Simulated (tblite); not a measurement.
Compound: C7H6NO (doublet state).
Geometry (GFN2-xTB, Å), atoms numbered from 1 in this order:
```
atom  x, y, z in Å
N1     2.4827    0.3876   -1.2264
C2     1.3703    1.0723   -1.1554
O3     1.2957    2.1707   -1.7377
C4     0.2790    0.4830   -0.3839
C5    -0.9607    0.9631   -0.1488
C6    -1.6270   -0.0511    0.6878
C7    -0.5742   -0.7568    1.5329
C8     0.3365   -0.8228    0.3211
C9    -1.0577   -1.4212    0.3427
H10    3.2257    0.8154   -1.7669
H11   -1.3962    1.8832   -0.4852
H12   -2.6416    0.0650    1.0352
H13   -0.4766   -0.9816    2.5728
H14    1.2248   -1.4318    0.3005
H15   -1.4850   -2.3671    0.0894
```

Computed values, GFN2-xTB/tblite, gas phase, harmonic and unscaled. Against measured fundamentals such values can be off by several per cent, at times by over 20. One conformer, not necessarily the lowest. Open shells enter through the occupations alone, without spin polarisation, and single modes of such species can be off by tens of per cent.

Harmonic wavenumbers (cm⁻¹): 60.8, 137.4, 149.9, 345.3, 431.5, 471.0, 471.8, 580.1, 610.3, 691.7, 714.9, 781.7, 802.2, 816.3, 845.4, 882.3, 905.7, 930.5, 938.0, 952.7, 1019.0, 1033.7, 1050.6, 1051.9, 1122.1, 1150.0, 1200.5, 1221.6, 1286.0, 1391.4, 1452.5, 1481.6, 1592.0, 3099.0, 3121.2, 3162.8, 3170.1, 3175.5, 3400.8.

A = 4467, B = 1274, C = 1063 MHz; mass 120.045 u (most abundant isotopes); point group Cs, symmetry number 1; spin multiplicity 2.

Problem. Zero-point energy?

Solution. Half the sum of the wavenumbers: 23851 cm⁻¹ = 285.32 kJ/mol.

Problem. What is S at 273.15 K and 1 bar for an ideal gas of classical rigid rotors and harmonic oscillators?

Solution. Translation 166.75, rotation 117.59, vibration 63.28, spin (R ln 2) 5.76: S = 353.4 J/(mol K).

Problem. And Cp and H(273.15 K) − H(0)?

Solution. Cp = 117.76 J/(mol K), of which vibrations give 84.50 (their classical limit is 39 R = 324.3); H(273.15 K) − H(0) = 18.91 kJ/mol without the zero-point energy, 9.82 from vibrations.

Problem. How do the functions run with temperature in this model?

Solution. 
```
T (K)  S (J/(mol K))  Cp (J/(mol K))  H − H(0) (kJ/mol)  G − H(0) (kJ/mol)  ln q(vib)
  100          274.3            56.2               4.40             -23.03       0.82
  200          321.8            87.2              11.43             -52.93       2.18
  300          365.0           129.3              22.22             -87.26       3.72
  500          448.9           200.4              55.70            -168.76       7.28
  800          557.4           258.7             125.61            -320.29      12.96
 1000          617.7           281.4             179.75            -437.93      16.59
```

q(vib) and H(0) count from the zero-point level.

Problem. Which modes carry the vibrational entropy at 273.15 K?

Solution. 60.8 cm⁻¹: 17.82; 137.4 cm⁻¹: 11.18; 149.9 cm⁻¹: 10.49; 345.3 cm⁻¹: 4.40; 431.5 cm⁻¹: 3.07; 471.0 cm⁻¹: 2.61 J/(mol K); the other 33 give 13.71 together.

Hindered rotation and anharmonicity are outside this model. Other conformers, if any are populated, would add a mixing term that is left out.

On Arm Neoverse V2, one thread, shared host with 32 logical CPUs at a one-minute load of 14, this took 0.43 s. This covers the Hessian and the dipole derivatives.
